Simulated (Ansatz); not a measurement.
Relaxation of CH$_{5}$OSSi (9 atoms, charge 1, multiplicity 1), to a largest force component of 0.015 eV/Å in at most 40 steps.

Level of theory: RKS PBE-D4/def2-SVP (Ansatz 0.2.0).

```xyz
9
Properties=species:S:1:pos:R:3
O -0.868 -0.664 -1.458
C -0.087 0.249 -1.385
Si 0.812 0.634 0.316
S -0.262 -1.145 1.376
H 0.128 0.868 -2.269
H 0.292 1.801 1.011
H 2.205 0.228 0.364
H -0.842 -0.248 2.239
H 0.676 -1.499 2.262
```

Where does it end, and by what steps?

The run converged. Limits of this set-up: the dipole of an ion depends on the origin. After 17 steps the energy has fallen by 0.264 eV; H8 moved furthest, 0.87 Å.

| step | energy less start (eV) | largest force component (eV/Å) | accepted |
| --- | --- | --- | --- |
| 0 | 0.0000 | 0.878 | yes |
| 1 | -0.1339 | 0.357 | yes |
| 2 | -0.1303 | 0.606 | no |
| 3 | -0.1582 | 0.178 | yes |
| 4 | -0.1769 | 0.153 | yes |
| 5 | -0.2004 | 0.210 | yes |
| 6 | -0.2146 | 0.665 | yes |
| 7 | -0.2340 | 0.359 | yes |
| 8 | -0.2494 | 0.226 | yes |
| 9 | -0.2568 | 0.205 | yes |
| 10 | -0.2316 | 0.968 | no |
| 11 | -0.2628 | 0.063 | yes |
| 12 | -0.2630 | 0.061 | yes |
| 13 | -0.2633 | 0.088 | yes |
| 14 | -0.2636 | 0.053 | yes |
| 15 | -0.2636 | 0.092 | no |
| 16 | -0.2637 | 0.026 | yes |
| 17 | -0.2637 | 0.004 | yes |

```xyz
9
Properties=species:S:1:pos:R:3
O -0.994 -0.612 -1.168
C -0.173 0.275 -1.298
Si 0.960 0.595 0.275
S 0.008 -1.238 1.341
H -0.074 0.875 -2.244
H 0.649 1.788 1.124
H 2.408 0.217 0.229
H -1.223 -0.696 1.594
H 0.492 -0.979 2.602
```

Whether the end is a true minimum wasn't checked by a vibrational analysis.

Time of the run: 2.2 min on 1 CPU thread of a shared host.
